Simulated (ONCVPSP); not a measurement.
## Before and after: ONCV potential for In

| Item | Value |
| --- | --- |
| Element | indium (In) |
| Generator | ONCVPSP 4.0.1 |
| Type | optimised norm-conserving Vanderbilt (ONCV) |
| Functional | LDA (Perdew-Zunger) |
| Relativity | scalar-relativistic |
| Frozen core | [Kr] |
| Valence charge | 13 |
| Reference configuration | 4d10 5s1 5p2 |
| Partial waves | 5s: rc 2.05 bohr, ncon 3, nbas 6, qcut 2.9 1/bohr, 2 projectors, debl 1.9 Ha; 5p: rc 2.30 bohr, ncon 4, nbas 9, qcut 2.9 1/bohr, 3 projectors, debl 0.6 Ha; 4d: rc 1.50 bohr, ncon 5, nbas 9, qcut 10.9 1/bohr, 2 projectors, debl 3.3 Ha |
| Local potential | polynomial inside 1.35 bohr (lpopt 5, dvloc0 -1 Ha) |
| Core correction | none |

All-electron outer shells of the reference configuration (LDA (Perdew-Zunger), scalar-relativistic, ld1.x):

```
shell  level (eV)  outermost node (bohr)  outermost maximum (bohr)
   4s     -121.12                   0.41                      0.77
   4p      -79.71                   0.42                      0.82
   4d      -20.31                   0.40                      0.94
   5s       -9.48                   1.02                      2.11
   5p       -3.40                   1.14                      2.74
```

Change: d: rc 2.1.

Cutoffs: the cutoffs (Ha) at which the residual kinetic energy of the hardest occupied pseudo-wave falls to 1 and 0.1 mHa per electron; they do not see the model core or the augmentation charge, which bear on the density cutoff. Errors are all-electron minus pseudo energies relative to the spin-unpolarised reference configuration.

Q: What does the change do?

A: The potential gets softer (40 Ha and 46 Ha → 30 Ha and 35 Ha); both files keep a bound ghost (p, s); of the 4 tests that both files solve, the error grows in 1 and shrinks in 1 by more than 15 % and 0.3 meV (median size 2.5 → 3.7 meV). A larger radius leaves more room for a smooth pseudo-wave, so fewer plane waves are needed.

| quantity | base | changed |
| --- | --- | --- |
| cutoff, loose | 40 Ha | 30 Ha |
| cutoff, tight | 46 Ha | 35 Ha |
| loose cutoff by channel | s 8.8 Ha, p 4.1 Ha, d 40 Ha | s 8.8 Ha, p 4.1 Ha, d 30 Ha |
| bound ghosts | s, p | s, p |
| GHOST(+) flags under 300 eV | p at 114.8 eV | p at 114.8 eV |
| error for 4d10 5s2 5p1, meV [ΔE -5.94 eV] | 0.0 | +0.1 |
| error for 4d10 5s2 5p0, meV [ΔE -0.34 eV] | -2.9 | -2.9 |
| error for 4d10 5s1 5p0, meV [ΔE 19.32 eV] | -5.3 | -4.5 |
| error for 4d10 5s0 5p0, meV [ΔE 48.06 eV] | +2.1 | +6.8 |
| s: phases at 2.08 bohr within 0.05 rad from the reference energy up to (Ha; the scan ends near 5) | 3.8 | 3.8 |
| p: phases at 2.34 bohr within 0.05 rad from the reference energy up to (Ha; the scan ends near 5) | 3.5 | 3.5 |

 A true bound ghost makes a file unfit for plane-wave use even where its test errors are small: the radial tests pick states by their node count and pass the ghost by.
